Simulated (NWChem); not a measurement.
All runs are NWChem calculations. System: H2BF2N, charge 1, spin multiplicity 2, at the geometry of a parent with another charge or spin, in a state set for the comparison that need not be this species' ground state. Its SCF solution wasn't tested for a lower state. Level: ROCCSD(T)/cc-pVDZ, 4 core orbitals frozen.

The NWChem input:

```
start mol
memory heap 100 mb stack 700 mb global 1900 mb
charge 1
geometry units angstroms nocenter noautoz
  B      0.000000     0.000000    -0.038296
  F      1.139976     0.000000    -0.729110
  F     -1.139976     0.000000    -0.729110
  N      0.000000     0.000000     1.358594
  H     -0.852829     0.000000     1.902648
  H      0.852829     0.000000     1.902648
  symmetry group C2v
end
basis spherical
  * library cc-pvdz
end
scf
  rohf
  nopen 1
  maxiter 100
  thresh 1e-7
  semidirect memsize 60000000 filesize 0
  # guess.movecs holds the orbitals of an unrestricted PBE0 run
  vectors input guess.movecs swap 13 16 output mol.movecs
end
tce
  freeze core 4
  ccsd(t)
  2eorb
  2emet 13
  thresh 1e-6
  maxiter 100
  tilesize 24
end
task tce energy
```

Output (cleaned and shortened):

```
             Northwest Computational Chemistry Package (NWChem) 7.3.0
             --------------------------------------------------------

                                NWChem Input Module
                                -------------------

 Scaling coordinates for geometry "geometry" by  1.889725989
 (inverse scale =  0.529177249)

 Turning off AUTOSYM since
 SYMMETRY directive was detected!

                             Geometry "geometry" -> ""
                             -------------------------

 Output coordinates in angstroms (scale by  1.889725989 to convert to a.u.)

  No.       Tag          Charge          X              Y              Z
 ---- ---------------- ---------- -------------- -------------- --------------
    1 B                    5.0000     0.00000000     0.00000000    -0.03829600
    2 F                    9.0000     1.13997600     0.00000000    -0.72911000
    3 F                    9.0000    -1.13997600     0.00000000    -0.72911000
    4 N                    7.0000     0.00000000     0.00000000     1.35859400
    5 H                    1.0000    -0.85282900     0.00000000     1.90264800
    6 H                    1.0000     0.85282900     0.00000000     1.90264800

 Effective nuclear repulsion energy (a.u.)     112.4329108299

            Nuclear Dipole moment (a.u.)
            ----------------------------
        X                 Y               Z
 ---------------- ---------------- ----------------
     0.0000000000     0.0000000000    -0.0000113384

      Symmetry information
      --------------------

 Group name             C2v
 Group number             16
 Group order               4
 No. of unique centers     4

      Symmetry unique atoms

     1    2    4    5


 Summary of "ao basis" -> "" (spherical)
 ------------------------------------------------------------------------------
       Tag                 Description            Shells   Functions and Types
 ---------------- ------------------------------  ------  ---------------------
 *                          cc-pvdz                   on all atoms

 Summary of "ao basis" -> "ao basis" (spherical)
 ------------------------------------------------------------------------------
       Tag                 Description            Shells   Functions and Types
 ---------------- ------------------------------  ------  ---------------------
 B                          cc-pvdz                  6       14   3s2p1d
 F                          cc-pvdz                  6       14   3s2p1d
 N                          cc-pvdz                  6       14   3s2p1d
 H                          cc-pvdz                  3        5   2s1p

                                 NWChem SCF Module
                                 -----------------

  ao basis        = "ao basis"
  functions       =    66
  atoms           =     6
  closed shells   =    15
  open shells     =     1
  charge          =   1.00
  wavefunction    = ROHF
  use symmetry    = T
  symmetry adapt  = T

 Summary of "ao basis" -> "ao basis" (spherical)
 ------------------------------------------------------------------------------
       Tag                 Description            Shells   Functions and Types
 ---------------- ------------------------------  ------  ---------------------
 B                          cc-pvdz                  6       14   3s2p1d
 F                          cc-pvdz                  6       14   3s2p1d
 N                          cc-pvdz                  6       14   3s2p1d
 H                          cc-pvdz                  3        5   2s1p

      Symmetry analysis of basis
      --------------------------

        a1         28
        a2          7
        b1         20
        b2         11

 Forming initial guess at       0.0s

 Swapping ROHF orbitals    13   16

      Symmetry analysis of molecular orbitals - initial
      -------------------------------------------------

  Numbering of irreducible representations:

     1 a1          2 a2          3 b1          4 b2

  Orbital symmetries:

     1 a1          2 b1          3 a1          4 a1          5 a1
     6 b1          7 a1          8 a1          9 b1         10 a1
    11 b2         12 b1         13 b1         14 a1         15 a2
    16 b2         17 b2         18 a1         19 b1         20 a1
    21 b1         22 a1         23 b2         24 a1         25 b1
    26 a1

 Starting SCF solution at       0.1s

 ----------------------------------------------
         Quadratically convergent ROHF

 Convergence threshold     :          1.000E-07
 Maximum no. of iterations :          100
 Final Fock-matrix accuracy:          1.000E-09
 ----------------------------------------------

              iter       energy          gnorm     gmax       time
             ----- ------------------- --------- --------- --------
                 1     -278.7370339753  1.33D+00  4.38D-01      0.5
                 2     -278.9510260953  9.46D-01  2.13D-01      0.6
                 3     -278.9790399925  4.50D-01  1.14D-01      0.7
                 4     -278.9926547139  1.14D-01  3.72D-02      0.7
                 5     -278.9941218235  1.08D-02  5.11D-03      0.8
                 6     -278.9941468163  1.20D-04  3.38D-05      0.9
                 7     -278.9941468178  1.18D-08  3.24D-09      1.1

       Final ROHF results
       ------------------

         Total SCF energy =   -278.994146817845
      One-electron energy =   -601.620057576408
      Two-electron energy =    210.192999928634
 Nuclear repulsion energy =    112.432910829928

        Time for solution =      1.0s

       Symmetry analysis of molecular orbitals - final
[...]
    1  -26.5480
    2  -26.5480
    3  -16.0076
    4   -8.0249
    5   -1.8705
    6   -1.8393
    7   -1.5625
    8   -1.1100
    9   -1.0864
   10   -1.0196
   11   -0.9656
   12   -0.9317
   13   -0.8938
   14   -0.8721
   15   -0.8673
   16   -0.6031
   17   -0.0855
   18   -0.0378
   19   -0.0272
   20    0.0470
   21    0.0871
   22    0.1500
   23    0.1881
   24    0.3513
   25    0.3549
   26    0.4304

                       ROHF Final Molecular Orbital Analysis
                       -------------------------------------

 Vector   14  Occ=2.000000D+00  E=-8.721364D-01  Symmetry=a2
              MO Center=  1.4D-14,  1.3D-15, -7.0D-01, r^2= 1.7D+00
   Bfn.  Coefficient  Atom+Function         Bfn.  Coefficient  Atom+Function
  ----- ------------  ---------------      ----- ------------  ---------------
    19      0.470286  2 F  py                33     -0.470286  3 F  py
    22      0.319015  2 F  py                36     -0.319015  3 F  py

 Vector   15  Occ=2.000000D+00  E=-8.673086D-01  Symmetry=b1
              MO Center=  2.1D-14, -4.9D-16, -6.7D-01, r^2= 1.8D+00
   Bfn.  Coefficient  Atom+Function         Bfn.  Coefficient  Atom+Function
  ----- ------------  ---------------      ----- ------------  ---------------
    18      0.360267  2 F  px                32      0.360267  3 F  px
    20      0.321197  2 F  pz                34     -0.321197  3 F  pz
    23      0.229885  2 F  pz                37     -0.229885  3 F  pz
    21      0.218003  2 F  px                35      0.218003  3 F  px

 Vector   16  Occ=1.000000D+00  E=-6.031051D-01  Symmetry=b2
              MO Center= -3.3D-16,  6.3D-16,  1.3D+00, r^2= 8.1D-01
   Bfn.  Coefficient  Atom+Function         Bfn.  Coefficient  Atom+Function
  ----- ------------  ---------------      ----- ------------  ---------------
    47      0.654921  4 N  py                50      0.421730  4 N  py

 Vector   17  Occ=0.000000D+00  E=-8.553243D-02  Symmetry=a1
              MO Center=  8.1D-16, -4.0D-14,  2.0D+00, r^2= 3.5D+00
   Bfn.  Coefficient  Atom+Function         Bfn.  Coefficient  Atom+Function
  ----- ------------  ---------------      ----- ------------  ---------------
    45      1.236194  4 N  s                 58     -0.925087  5 H  s
    63     -0.925087  6 H  s                 51      0.310449  4 N  pz
     3     -0.231170  1 B  s                 44      0.171949  4 N  s

 Vector   18  Occ=0.000000D+00  E=-3.776718D-02  Symmetry=b2
              MO Center=  4.7D-16,  4.9D-14, -4.2D-02, r^2= 2.4D+00
   Bfn.  Coefficient  Atom+Function         Bfn.  Coefficient  Atom+Function
  ----- ------------  ---------------      ----- ------------  ---------------
     8      0.788603  1 B  py                 5      0.559530  1 B  py
    50     -0.327189  4 N  py                22     -0.254142  2 F  py
    36     -0.254142  3 F  py                19     -0.217341  2 F  py
    33     -0.217341  3 F  py                47     -0.202730  4 N  py

 Vector   19  Occ=0.000000D+00  E=-2.722022D-02  Symmetry=b1
              MO Center= -1.1D-16, -1.6D-19,  2.0D+00, r^2= 3.5D+00
   Bfn.  Coefficient  Atom+Function         Bfn.  Coefficient  Atom+Function
  ----- ------------  ---------------      ----- ------------  ---------------
    58      1.356013  5 H  s                 63     -1.356013  6 H  s
    49      0.768247  4 N  px                46      0.310691  4 N  px

 center of mass
 --------------
 x =   0.00000000 y =   0.00000000 z =  -0.15303551

 moments of inertia (a.u.)
 ------------------
         189.024278134223           0.000000000000           0.000000000000
           0.000000000000         370.593540509889           0.000000000000
           0.000000000000           0.000000000000         181.569262375667

  Mulliken analysis of the total density
  --------------------------------------

    Atom       Charge   Shell Charges
 -----------   ------   -------------------------------------------------------
    1 B    5     4.48   2.01  0.54  0.02  1.38  0.12  0.42
    2 F    9     9.14   2.00  0.90  0.96  3.33  1.93  0.01
    3 F    9     9.14   2.00  0.90  0.96  3.33  1.93  0.01
    4 N    7     6.72   2.00  0.79  0.58  2.34  1.00  0.01
    5 H    1     0.76   0.67  0.03  0.06
    6 H    1     0.76   0.67  0.03  0.06

 Mulliken analysis of the open-shell density
 -------------------------------------------

    Atom       Charge   Shell Charges
 -----------   ------   -------------------------------------------------------
    1 B    5     0.04  -0.00 -0.00 -0.00  0.02 -0.00  0.02
    2 F    9     0.01   0.00  0.00  0.00  0.01  0.00 -0.00
    3 F    9     0.01  -0.00  0.00  0.00  0.01  0.00 -0.00
    4 N    7     0.93   0.00  0.00 -0.00  0.59  0.34  0.00
    5 H    1     0.01   0.00  0.00  0.01
    6 H    1     0.01   0.00  0.00  0.01

       Multipole analysis of the density wrt the origin
       ------------------------------------------------

     L   x y z        total         open         nuclear
     -   - - -        -----         ----         -------
     0   0 0 0      1.000000     -1.000000     32.000000

     1   1 0 0     -0.000000      0.000000      0.000000
     1   0 1 0      0.000000     -0.000000      0.000000
     1   0 0 1      3.094532     -2.429694     -0.000011

     2   2 0 0    -14.103943     -0.588198     88.728270
     2   1 1 0     -0.000000      0.000000      0.000000
     2   1 0 1      0.000000     -0.000000      0.000000
     2   0 2 0    -13.245699     -1.452301      0.000000
     2   0 1 1      0.000000     -0.000000      0.000000
     2   0 0 2     -5.459619     -6.755371    106.191812

                   NWChem Extensible Many-Electron Theory Module
                   ---------------------------------------------


            General Information
            -------------------
      Number of processors :     1
         Wavefunction type : Restricted open-shell Hartree-Fock
          No. of electrons :    31
           Alpha electrons :    16
            Beta electrons :    15
           No. of orbitals :   132
            Alpha orbitals :    66
             Beta orbitals :    66
        Alpha frozen cores :     4
         Beta frozen cores :     4
     Alpha frozen virtuals :     0
      Beta frozen virtuals :     0
         Spin multiplicity : doublet
    Number of AO functions :    66
       Number of AO shells :    30
        Use of symmetry is : on
      Symmetry adaption is : on
         Schwarz screening : 0.10D-09

          Correlation Information
          -----------------------
          Calculation type : Coupled-cluster singles & doubles w/ perturbation
   Perturbative correction : (T)
            Max iterations :      100
        Residual threshold : 0.10D-05
     T(0) DIIS level shift : 0.00D+00
     L(0) DIIS level shift : 0.00D+00
     T(1) DIIS level shift : 0.00D+00
     L(1) DIIS level shift : 0.00D+00
     T(R) DIIS level shift : 0.00D+00
     T(I) DIIS level shift : 0.00D+00
   CC-T/L Amplitude update :  5-th order DIIS
                I/O scheme : Global Array Library
        L-threshold :  0.10D-05
        EOM-threshold :  0.10D-05
 no EOMCCSD initial starts read in
 TCE RESTART OPTIONS
 SLICE:      F
 D4D5:       F
 quantumc:   F
 qrotation:  F
 pwtce:      F
 qducc:      F
 nacto:                         0
 nrotv:                         0
 nrot:                          0

            Memory Information
            ------------------
          Available GA space size is     249028088 doubles
          Available MA space size is     104854068 doubles

 Maximum block size supplied by input
 Maximum block size        24 doubles

 tile_dim =     20

 -------------------------------------------------

 Global array virtual files algorithm will be used

 Parallel file system coherency ......... OK

 4-electron integrals stored in orbital form

 v2    file size   =           990023
 4-index algorithm nr.  13 is used
 imaxsize =       30
 imaxsize ichop =        0


CCSD iterations
 ---------------------------------------------------------
 Iter          Residuum       Correlation     Cpu    Wall
 ---------------------------------------------------------
    1   0.1944299354910  -0.5906740907995     0.8     0.8
    2   0.0580113888393  -0.5984271398957     0.8     0.8
    3   0.0562254168390  -0.6055624054008     0.8     0.8
    4   0.0673850600377  -0.6085357711874     0.8     0.8
    5   0.0969234674039  -0.6069964057594     0.8     0.8
    6   0.0030855755979  -0.6089724882245     0.8     0.8
    7   0.0027240316528  -0.6087836973981     0.8     0.8
    8   0.0014117011215  -0.6088369980870     0.8     0.8
    9   0.0028610870646  -0.6088179053594     0.8     0.8
   10   0.0030004413269  -0.6089134107553     0.8     0.8
   11   0.0001477761138  -0.6089036279497     0.8     0.8
   12   0.0001095286919  -0.6089003264905     0.7     0.7
   13   0.0000657746518  -0.6089019175790     0.7     0.7
   14   0.0001112668870  -0.6089005665766     0.7     0.7
   15   0.0001234473636  -0.6089036045162     0.7     0.7
   16   0.0000085799307  -0.6089023122666     0.7     0.7
   17   0.0000087274054  -0.6089019219808     0.7     0.7
   18   0.0000055463336  -0.6089020674069     0.7     0.7
   19   0.0000101895033  -0.6089019447017     0.7     0.7
   20   0.0000113823322  -0.6089022772867     0.7     0.7
   21   0.0000005550463  -0.6089021753391     0.8     0.8
 -----------------------------------------------------------------
 Iterations converged
 CCSD correlation energy / hartree =        -0.608902175339087
 CCSD total energy / hartree       =      -279.603048993184586

 Singles contributions

 Doubles contributions
 CCSD(T)
 Using plain CCSD(T) code
             total no. of tasks         1850
 total no. of tasks / no. procs         1850
                         wl_min            1           1.0
                         wl_max      1000000          10.0
        thresh for no. of tasks         1850

 CCSD[T]  correction energy / hartree =        -0.014515587067205
 CCSD[T] correlation energy / hartree =        -0.623417762406292
 CCSD[T] total energy / hartree       =      -279.617564580251781
 CCSD(T)  correction energy / hartree =        -0.012380225544327
 CCSD(T) correlation energy / hartree =        -0.621282400883414
 CCSD(T) total energy / hartree       =      -279.615429218728934

 Task  times  cpu:       31.9s     wall:       31.9s

 Total times  cpu:       31.9s     wall:       31.9s
```
